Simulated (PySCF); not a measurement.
Field gradients at the hydrogen positions

C6H7O3P.
Z-matrix (Å and degrees, GFN2-xTB geometry), rows numbered from 1:
```
C 
O   1  1.4163
C   2  1.3442  1  116.42
O   3  1.2073  2  123.97  1    -0.10
C   3  1.4568  2  109.48  1   179.76
P   5  1.7779  3  122.25  2    -0.03
C   6  1.7076  5   86.36  3  -179.49
O   7  1.3449  6  116.29  5     0.04
C   8  1.3298  7  112.03  6    -0.05
C   9  1.4849  5  128.30  3    -0.85
H   1  1.0922  2  110.35  3    57.77
H   1  1.0866  2  106.26  3   177.77
H   1  1.0923  2  110.33  3   -62.38
H   7  1.0755  6  129.12  5   179.90
H  10  1.0876  9  109.94  5    49.52
H  10  1.0868  9  109.86  5   171.17
H  10  1.0891  9  110.04  5   -68.17
```

Level: PBE0/pcSseg-1 (PySCF, non-relativistic); Q(2H) = 0.00286 b; rigid geometry, the same for H and D, with no vibrational averaging.

Question: Rank these positions by the coupling χzz of a deuteron there, largest first.
A. H17 (methyl hydrogen)
B. H14 (aromatic hydrogen)
C. H11 (methyl hydrogen)

Answer: B (225 kHz), A (208 kHz), C (198 kHz).

Question: Tabulate Vzz, the asymmetry η and χzz = 234.96 MHz × Q × Vzz for every hydrogen position.

Answer: 
| atom | bonded to | bond length (Å) | Vzz (au) | η | χzz (kHz) |
| --- | --- | --- | --- | --- | --- |
| H11 | C1 | 1.092 | 0.2952 | 0.10 | 198 |
| H12 | C1 | 1.087 | 0.3072 | 0.08 | 206 |
| H13 | C1 | 1.092 | 0.2956 | 0.10 | 199 |
| H14 | C7 | 1.075 | 0.3347 | 0.11 | 225 |
| H15 | C10 | 1.088 | 0.3091 | 0.05 | 208 |
| H16 | C10 | 1.087 | 0.3123 | 0.04 | 210 |
| H17 | C10 | 1.089 | 0.3095 | 0.04 | 208 |

Question: How does χzz go with the bond length over the 7 C–H bonds?

Answer: A straight-line fit has a slope of -15.3 kHz for each 0.01 Å, with a correlation coefficient of -0.98, over lengths from 1.075 to 1.092 Å. The longer bonds have the smaller couplings here.

Question: Give the 2H NMR doublet splittings at H13 for a magnetic field along the z, y and x axes of the gradient: 3χ/2, 3χ(1 + η)/4, 3χ(1 − η)/4.

Answer: With |χ| = 198.6 kHz and η = 0.100: 298, 164 and 134 kHz, to first order and without motion.

Isolated species at its GFN2-xTB geometry (one conformer only). GFN2-xTB frequencies show an imaginary mode (69i cm⁻¹), so this geometry is no minimum at that level. GFN2-xTB bond lengths can be off by several hundredths of an ångström, more for odd bonds, and the gradients follow them. With a basis this small, the couplings can be 20 % off.
